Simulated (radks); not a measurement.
Ionisation of the neodymium ion Nd+, [Xe] 4f4 6s1, to [Xe] 4f4 as the strength of local exchange is varied. Calculated with a radial shooting solver on a logarithmic mesh with Libxc functionals: non-relativistic Kohn-Sham, Slater X-alpha exchange (alpha = 2/3 is LDA exchange), no correlation, spin-unpolarised, spherical densities, point nucleus; relativity is left out, which matters for an element this heavy.

alpha	E(Nd+) (hartree)	exchange (hartree)	IE (eV)	-e of the level emptied (eV)	<r> of it (bohr)
0.602	-9254.6801	-182.2022	9.299	6.877 (6s)	4.331
0.667	-9274.3742	-202.3080	9.589	7.172 (6s)	4.264
0.681	-9278.6215	-206.6492	9.652	7.236 (6s)	4.250
0.81	-9317.8491	-246.8296	10.250	7.849 (6s)	4.122
0.844	-9328.2155	-257.4734	10.412	8.016 (6s)	4.090

NIST Atomic Spectra Database: 10.78 eV (semi-empirical). The central value is not met in this range of alpha. Relativity is left out here, which matters for elements this heavy. Spin polarisation and multiplet splitting are left out, so open shells lie too high by an amount that depends on their filling.

Beside tabulated values, note that spin-unpolarised runs miss the spin-polarisation part of the exchange energy of open shells.
